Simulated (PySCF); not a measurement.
# Heteronuclear NMR

Structure with atom numbers: `[CH2:1]=[CH:2][C:3](=[O:4])[C:5](=[O:6])[SiH2:7][SiH2:8][PH2:9]`. Hydrogens are named by the atom that carries them. Ha(C1) is cis to C3; Hb(C1) is trans to C3.

PySCF calculation with GFN2-xTB geometry and GIAO PBE0/pcSseg-1 shieldings; averaged over atoms made equivalent by symmetry, fast rotation or ring inversion, no solvent, single conformer, non-relativistic.

Problem. Predict the 31P NMR data.

Solution. 
```
atoms                   environment  σ (ppm)  δ (ppm)
   P9  phosphorus bonded to Si, 2 H    611.8   -236.7
```

Shieldings were converted by a linear fit to measured shifts: 31P: δ = 270.09 − 0.828σ (rms 18.1 ppm, 64 shifts vs H3PO4, solution or neat liquid). Occasional misses reach two or three times the rms, and more in compound classes unlike the fitted ones.

On a 400 MHz spectrometer 31P resonates near 161.9 MHz, so 1 ppm is 161.9 Hz.

Problem. Predict the 29Si NMR data.

Solution. 
```tsv
atoms	environment	σ (ppm)	δ (ppm)
Si7	silicon bonded to C, Si, 2 H	424.2	-68.7
Si8	silicon bonded to P, Si, 2 H	428.3	-72.1
```

Shieldings were converted by a linear fit to measured shifts: 29Si: δ = 279.94 − 0.822σ (rms 8.9 ppm, 72 shifts, 25.8 ppm with the 6 outliers that the fit left out vs TMS, solution or neat liquid). A few per cent of atoms miss by over 2 rms, more outside the fitted compound classes.

On a 600 MHz spectrometer 29Si resonates near 119.2 MHz, so 1 ppm is 119.2 Hz.

Problem. Where does 17O resonate?

Solution. 
```json
{"atoms": "O6", "environment": "carbonyl oxygen", "σ (ppm)": "-552.5", "δ (ppm)": "770.0"}
{"atoms": "O4", "environment": "ketone oxygen", "σ (ppm)": "-264.2", "δ (ppm)": "507.4"}
```

Shieldings were converted by a linear fit to measured shifts: 17O: δ = 266.70 − 0.911σ (rms 10.7 ppm, 155 shifts, 12.2 ppm with the 3 outliers that the fit left out vs liquid water, solution or neat liquid). A few per cent of atoms miss by over 2 rms, more outside the fitted compound classes.

On a 600 MHz spectrometer 17O resonates near 81.3 MHz, so 1 ppm is 81.3 Hz.
